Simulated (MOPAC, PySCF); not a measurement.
C2H4S, SMILES `[CH2]S[CH2]` (lower singlet), neutral singlet in the gas phase. This singlet lies 1.11 eV below the relaxed triplet at the level frozen-core CCSD(T)/cc-pVTZ // B3LYP-D3(BJ)/def2-TZVP (Ansatz).

Cartesian coordinates (Å):
```xyz
7

C      1.3594     0.1082    -0.1655
S      0.0891    -0.8799     0.0567
C     -1.3556    -0.1464     0.1777
H      1.2787     1.1823    -0.2322
H      2.3157    -0.3817    -0.2446
H     -2.1956    -0.8049     0.3243
H     -1.4917     0.9224     0.1186
```
Charge 0, multiplicity 1.

All levels are single points at this geometry (B3LYP-D3(BJ)/def2-TZVP); Pople sets use spherical d functions. Orbital energies aren't observables, and empty levels follow the basis.

| level | HOMO (eV) | LUMO (eV) | gap (eV) | dipole (D) | vertical IE, Delta-SCF (eV) |
|---|---|---|---|---|---|
| B3LYP-D3(BJ)/def2-TZVP in PySCF | -5.54 | -1.53 | 4.01 | 0.23 | – |
| B3LYP/3-21G in PySCF | -5.02 | -1.12 | 3.90 | 0.20 | – |
| B3LYP/6-31G* in PySCF | -5.10 | -1.04 | 4.06 | 0.19 | 7.56 |
| BP86/6-31G* in PySCF | -4.48 | -1.75 | 2.73 | 0.27 | – |
| PBE/6-31G* in PySCF | -4.39 | -1.65 | 2.73 | 0.27 | 7.69 |
| HF/3-21G in PySCF | -7.15 | 2.06 | 9.21 | 0.00 | – |
| AM1 in MOPAC | -7.87 | -0.52 | 7.35 | 1.36 | – |
| PM6 in MOPAC | -8.37 | -0.41 | 7.96 | 1.06 | – |
| PM7 in MOPAC | -8.52 | -0.53 | 7.99 | 0.70 | – |
